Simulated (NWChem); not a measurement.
## Atomisation of isocyanic acid (CHNO)

SMILES: C(=O)=N
```xyz
4

N      1.1634    -0.0754     0.0000
C     -0.0464     0.0211     0.0000
O     -1.2138    -0.0336     0.0000
H      1.8451     0.6707     0.0000
```
Charge 0, spin multiplicity 1.

All runs are NWChem calculations. All single points use one geometry, from B3LYP/def2-SVP, a minimum by its harmonic frequencies.

Basis set: def2-TZVP. The atomisation energy is electronic alone: no zero-point, thermal, spin-orbit or counterpoise terms. No value is extrapolated to the basis-set limit. Free atoms are single determinants with multiplicities N 4, C 3, O 3, H 2.

B3LYP has NWChem's definition, with VWN1-RPA local correlation. No SCF solution was tested for a lower state. Open-shell Hartree-Fock references start from PBE0 orbitals.

Problem. For the atomisation energy, HF gives 266.2 kcal/mol and LDA (SVWN5) gives 525.4 kcal/mol. What do PBE, PBE0, B3LYP give?

Solution. PBE: 463.8 kcal/mol; PBE0: 438.4 kcal/mol; B3LYP: 436.9 kcal/mol.
